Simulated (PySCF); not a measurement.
Two species compared at the same levels of theory.

First species: C4H13NSi2.
SMILES with atom numbers: `[CH2:1]=[CH:2][CH2:3][CH2:4][SiH2:5][NH:6][SiH3:7]` (hydrogens: H8, H9 on C1; H10 on C2; H11, H12 on C3; H13, H14 on C4; H15, H16 on Si5; H17 on N6; H18, H19, H20 on Si7)

Second species: C7H12O2Si.
Structure used (GFN2-xTB), in Å, numbered top down from 1:
```xyz
22
C7H12O2Si angstrom
C      3.7914   -1.5568   -1.1803
C      3.0635   -0.7427   -0.2347
C      2.4589   -0.0669    0.5613
Si     1.5033    0.9652    1.7500
C     -0.1022    1.4418    0.8130
O     -0.3830    2.5284    0.3664
O     -0.8818    0.3661    0.7037
C     -2.1199    0.4841   -0.0214
C     -3.0571   -0.5915    0.5064
C     -1.8486    0.3324   -1.5140
H      3.8821   -1.0338   -2.1321
H      4.7891   -1.7701   -0.7972
H      3.2653   -2.4976   -1.3417
H      2.2329    2.1863    2.0907
H      1.1209    0.1658    2.9166
H     -2.5270    1.4848    0.1771
H     -3.2005   -0.4765    1.5777
H     -4.0213   -0.5144    0.0118
H     -2.6347   -1.5751    0.3160
H     -2.7799    0.3981   -2.0698
H     -1.3812   -0.6304   -1.7083
H     -1.1808    1.1221   -1.8501
```

Levels: PBE0/pcSseg-1 for dipole moment, HOMO energy, LUMO energy and HOMO–LUMO gap; GFN2-xTB for rotational constant A and rotational constant C. Geometries: GFN2-xTB. All species are isolated and taken at one optimised geometry, non-relativistic unless stated. Electronic properties by PySCF.

The conformers computed, where there is a choice (atom-mapped SMILES and torsion angles):
- `[CH2:1]=[CH:2][CH2:3][CH2:4][SiH2:5][NH:6][SiH3:7]`: C1–C2–C3–C4 -119°, C2–C3–C4–Si5 180°, C3–C4–Si5–N6 180°, C4–Si5–N6–Si7 -175°
- `[CH3:1][C:2]#[C:3][SiH2:4][C:5](=[O:6])[O:7][CH:8]([CH3:9])[CH3:10]`: C3–Si4–C5–O6 -107°, Si4–C5–O7–C8 -177°, C5–O7–C8–C9 -155°

| property | column X | column Y |
| --- | --- | --- |
| dipole moment | 1.04 D | 2.83 D |
| HOMO energy | -7.26 eV | -7.29 eV |
| LUMO energy | 0.23 eV | -0.46 eV |
| HOMO–LUMO gap | 7.49 eV | 6.83 eV |
| rotational constant A | 8.875 GHz | 1.453 GHz |
| rotational constant C | 0.482 GHz | 0.497 GHz |

Problem. Which column belongs to which species?

Solution. Column X is the first species and column Y the second. The first has 20 atoms and 72 electrons, the second 22 and 84.

Problem. How does each property change from the first species to the second?

Solution. dipole moment +1.79 D; HOMO energy -0.03 eV; LUMO energy -0.69 eV; HOMO–LUMO gap -0.66 eV; rotational constant A -7.422 GHz; rotational constant C +0.015 GHz.

On the first: In atomic units the dipole is 0.41 e·bohr (1 au = 2.5417 D). A dipole of 1.04 D is allowed in C1, and pure rotational transitions are dipole-allowed.

On the second: In atomic units the dipole is 1.11 e·bohr (1 au = 2.5417 D).
